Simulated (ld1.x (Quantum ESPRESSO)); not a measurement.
What one change does to a pseudopotential (Cl, TM semilocal)

ld1.x (Quantum ESPRESSO) 7.5 input, shortened:

```
&input
   title='Cl', zed=17., rel=1, dft='PBESOL', iswitch=3,
   config='[Ne] 3s2 3p5'
 /
 &inputp
   pseudotype=1, tm=.true., lloc=0,
   nlcc=.true.
 /
2
3P  2  1   5.00   0.00  1.25  1.25  0.0
3S  1  0   2.00   0.00  1.25  1.25  0.0
 &test
   configts(1)='3s2 3p5'
 /
```

All-electron outer shells of the reference configuration (PBEsol, scalar-relativistic, ld1.x):

```csv
shell,level (eV),outermost node (bohr),outermost maximum (bohr)
2s,-252.19,0.12,0.36
2p,-191.42,–,0.30
3s,-20.62,0.56,1.27
3p,-8.56,0.53,1.43
```

Change: wave 3s (bound): rc 1.25 bohr becomes 3s (bound): rc 1.32 bohr.

Cutoffs: the cutoffs (Ry, on a coarse ladder) from which the occupation-weighted sum of valence levels, in a spherical-Bessel basis at the reference potential, stays within 10 and 1 mRy of its value at 400 Ry; they do not see the model core or the augmentation charge, which bear on the density cutoff. Errors are all-electron minus pseudo energies relative to the spin-unpolarised reference configuration.

Question: How do hardness, ghosts and transferability respond?

Answer: The potential gets neither clearly harder nor softer (55 Ry and 80 Ry → 55 Ry and 80 Ry); the errors of the 7 common tests hardly move; neither file shows a bound ghost. A semilocal file is local in each channel, so a ghost entry of none says nothing of the separable form that plane-wave codes build from it.

```tsv
quantity	base	changed
cutoff, loose	55 Ry	55 Ry
cutoff, tight	80 Ry	80 Ry
bound ghosts	none	none
error for 3s2 3p4, meV [ΔE 13.84 eV]	+3.0	+3.0
error for 3s2 3p3, meV [ΔE 39.23 eV]	+23	+23
error for 3s2 3p2, meV [ΔE 77.49 eV]	+78	+79
error for 3s2 3p5.3, meV [ΔE -2.13 eV]	+0.4	+0.4
error for 3s1 3p5, meV [ΔE 26.50 eV]	+5.6	+5.4
error for 3s1 3p6, meV [ΔE 12.11 eV]	+0.3	+0.2
error for 3s2 3p1, meV [ΔE 129.68 eV]	+191	+193
```
